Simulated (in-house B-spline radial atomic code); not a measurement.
Successive ionisation energies of tantalum; each step leads to the configuration of the next row (after the last: [Kr] 4d5). Dirac energy differences include first-order Breit, QED and recoil terms. NIST's values go from ground level to ground level; the uncertainty of those that are theory runs from under 0.1 % in few-electron ions to several per cent in heavy many-electron ones. Computed with a B-spline radial code for spherical atoms: Dirac-Hartree-Fock, average of the configuration, finite nuclei.

| ion | configuration | ionisation energy (eV) | tabulated value (eV) | tabulated kind | computed minus tabulated (eV) | highest orbital | largest mean radius (bohr) |
| --- | --- | --- | --- | --- | --- | --- | --- |
| Ta15+ | [Kr] 4d10 4f11 5s1 | 351.6 | 363 | tabulated theory | -11.4 | 5s1/2 | 0.95922 |
| Ta16+ | [Kr] 4d10 4f11 | 379.3 | 396 | tabulated theory | -16.7 | 4f7/2 | 0.54287 |
| Ta17+ | [Kr] 4d10 4f10 | 417.9 | 439 | tabulated theory | -21.1 | 4f7/2 | 0.53129 |
| Ta18+ | [Kr] 4d10 4f9 | 457.7 | 482 | tabulated theory | -24.3 | 4f7/2 | 0.52045 |
| Ta19+ | [Kr] 4d10 4f8 | ? | ? | tabulated theory | ? | ? | ? |
| Ta20+ | [Kr] 4d10 4f7 | 541.2 | 570 | tabulated theory | -28.8 | 4f7/2 | 0.50066 |
| Ta21+ | [Kr] 4d10 4f6 | 584.7 | 610 | tabulated theory | -25.3 | 4f7/2 | 0.49157 |
| Ta22+ | [Kr] 4d10 4f5 | 629.4 | 660 | tabulated theory | -30.6 | 4f7/2 | 0.48518 |
| Ta23+ | [Kr] 4d10 4f4 | ? | ? | tabulated theory | ? | ? | ? |
| Ta24+ | [Kr] 4d10 4f3 | 722.3 | 750 | tabulated theory | -27.7 | 4f7/2 | 0.47645 |
| Ta25+ | [Kr] 4d10 4f2 | 770.4 | 790 | tabulated theory | -19.6 | 4f7/2 | 0.47212 |
| Ta26+ | [Kr] 4d10 4f1 | 819.7 | 832 | tabulated theory | -12.3 | 4f7/2 | 0.46782 |
| Ta27+ | [Kr] 4d10 | ? | ? | tabulated theory | ? | ? | ? |
| Ta28+ | [Kr] 4d9 | 1118.8 | 1110 | tabulated theory | 8.8 | 4d5/2 | 0.45927 |
| Ta29+ | [Kr] 4d8 | 1168.1 | 1160 | tabulated theory | 8.1 | 4d5/2 | 0.45533 |
| Ta30+ | [Kr] 4d7 | 1218.1 | 1211 | tabulated theory | 7.1 | 4d5/2 | 0.45147 |
| Ta31+ | [Kr] 4d6 | 1268.6 | 1262 | tabulated theory | 6.6 | 4d5/2 | 0.44769 |

Fill in the row of Ta19+.

ionisation energy (eV): 498.8; tabulated value (eV): 530; computed minus tabulated (eV): -31.2; highest orbital: 4f7/2; largest mean radius (bohr): 0.51026.

Fill in the row of Ta23+.

ionisation energy (eV): 675.3; tabulated value (eV): 700; computed minus tabulated (eV): -24.7; highest orbital: 4f7/2; largest mean radius (bohr): 0.48081.

Fill in the row of Ta27+.

ionisation energy (eV): 1070.2; tabulated value (eV): 1064; computed minus tabulated (eV): 6.2; highest orbital: 4d5/2; largest mean radius (bohr): 0.46355.

Where a p, d or f electron is removed, the computed value is a mean over both j, so it misses the tabulated one by a part of the spin-orbit splitting; averaging over terms and missing correlation add to the gap, relatively most at low charge.
